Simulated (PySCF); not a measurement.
# Bond lengths and vibrations by method: F2HSi anion

All numbers below are calculated, not measured. The program is PySCF 2.14.0, an open-source quantum chemistry code, run on an isolated molecule that a program drew, which may never have been made. The molecule is F2HSi anion (charge -1, singlet), drawn as the SMILES string `F[SiH-]F`.

The geometry was optimised and harmonic frequencies were computed with HF and MP2, all in the aug-cc-pV(D+d)Z basis, for the commonest isotopes, with a restricted reference for singlets and an unrestricted one otherwise, and a frozen core in MP2. Each result is a local minimum of its method.

Geometry at the HF minimum:
```xyz
4
F2HSi anion, angstrom
F     2.9641   -1.6249   -1.3403
Si    1.5263   -1.2881   -2.1542
F     0.4920   -1.5697   -0.8525
H     1.5940    0.2548   -1.9844
```

Lengths of the bonds as drawn, in Å (atoms numbered as above):
| bond | HF | MP2 |
|---|---|---|
| F1-Si2 | 1.686 | 1.729 |
| Si2-F3 | 1.686 | 1.729 |
| Si2-H4 | 1.554 | 1.559 |

Rotational constants, in GHz:
```
constant     HF    MP2
       A  21.63  20.98
       B  8.077  7.604
       C  6.203  5.875
```

Harmonic frequencies in cm^-1, each column in rising order, so a row needn't be the same motion in every method:
| rank | HF | MP2 |
|---|---|---|
| 1 | 312 | 275 |
| 2 | 697 | 640 |
| 3 | 709 | 650 |
| 4 | 831 | ? |
| 5 | 902 | 846 |
| 6 | 1863 | 1834 |

**Estimate the missing MP2 frequency from the HF column.**

A single factor s that minimises the squared misfit of MP2 against s times HF over the other rows is sum(HF x MP2) / sum(HF^2) = 0.9632, with an rms misfit of 31 cm^-1. For rank 4 it gives 0.9632 x 831 = 800 cm^-1. The calculation gives 783 cm^-1, 17 cm^-1 below the estimate. The drawn bonds are on average 1.8 % longer in MP2 than in HF.
